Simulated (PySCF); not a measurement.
Ge2H6S, SMILES [S]([GeH3])[GeH3]. Heavy atoms are numbered as in [GeH3:1][S:2][GeH3:3]. Hydrogens are named by the atom that carries them.

The structure is a stationary point at B3LYP-D3(BJ)/def2-SVP.

Method: KT2/pcSseg-1 (PySCF).

GIAO shieldings, no solvent; atoms alike by connectivity are averaged. δ = σ(ref) − σ: ⁷³Ge against GeH4 (σ = 1669.3 ppm); ³³S against H2S (σ = 723.0 ppm); ¹H against TMS (σ = 31.47 ppm), references at their B3LYP-D3(BJ)/def2-TZVP geometries, non-relativistic.

```
nucleus       atoms  count  δ (ppm)
-------  ----------  -----  -------
⁷³Ge     Ge1 (GeH3)      2    190.4
³³S              S2      1    -79.3
¹H         H on Ge1      6     5.13
```
